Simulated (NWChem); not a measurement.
# CH3FO3Si; SMILES O1CO[Si]1(F)O

```xyz
9

O      1.3275    -1.3691     0.0000
Si     0.0236    -0.3706     0.0000
F     -1.2999    -1.3127     0.0000
O      0.0090     0.8899    -1.1194
C     -0.0211     1.7980     0.0000
O      0.0090     0.8899     1.1194
H      1.1454    -2.3248     0.0000
H      0.8752     2.4582     0.0000
H     -0.9565     2.4019     0.0000
```
Atoms are numbered in this order, from 1.

All runs: NWChem. Pople sets run with spherical d functions. Coordinates come from a PBE-D3(BJ)/def2-SVP optimisation. Atomic charges in e: unrestrained fits to the electrostatic potential beside Mulliken populations; buried atoms are poorly determined by the fit.

For level Hartree-Fock/6-31G*:

| Property | Result |
|---|---|
| ESP O1 | -0.81 |
| Mulliken O1 | -0.86 |
| ESP Si2 | 1.58 |
| Mulliken Si2 | 1.69 |
| Mulliken F3 | -0.52 |
| Mulliken O4 | -0.75 |

Estimate the same quantities for level B3LYP/def2-SVP.


| Quantity | Value |
|---|---|
| ESP O1 | -0.70 |
| Mulliken O1 | -0.37 |
| ESP Si2 | 1.39 |
| Mulliken Si2 | 0.93 |
| Mulliken F3 | -0.33 |
| Mulliken O4 | -0.47 |
